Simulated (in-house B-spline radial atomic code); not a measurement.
Successive ionisation energies of xenon; each step leads to the configuration of the next row (after the last: [Kr] 4d4). NIST's values go from ground level to ground level; the uncertainty of those that are theory runs from under 0.1 % in few-electron ions to several per cent in heavy many-electron ones. Computed with an all-electron radial atomic-structure program (B-spline basis): non-relativistic Hartree-Fock, average of the configuration, point nuclei.

This level leaves out relativity, spin-orbit splitting included, which matters for heavy ions.

```tsv
ion	configuration	ionisation energy (eV)	tabulated value (eV)	tabulated kind	computed minus tabulated (eV)	highest orbital	largest mean radius (bohr)
Xe9+	[Kr] 4d9	205.8	202	tabulated theory	3.8	4d	0.83177
Xe10+	[Kr] 4d8	231.8	229.02	semi-empirical	2.8	4d	0.81653
Xe11+	[Kr] 4d7	?	?	tabulated theory	?	?	?
Xe12+	[Kr] 4d6	?	?	tabulated theory	?	?	?
Xe13+	[Kr] 4d5	314.2	314	tabulated theory	0.2	4d	0.77558
```

Question: Fill in the row of Xe11+.

Answer: ionisation energy (eV): 258.5; tabulated value (eV): 255; computed minus tabulated (eV): 3.5; highest orbital: 4d; largest mean radius (bohr): 0.80215.

Question: Fill in the row of Xe12+.

Answer: ionisation energy (eV): 286.0; tabulated value (eV): 281; computed minus tabulated (eV): 5.0; highest orbital: 4d; largest mean radius (bohr): 0.78853.
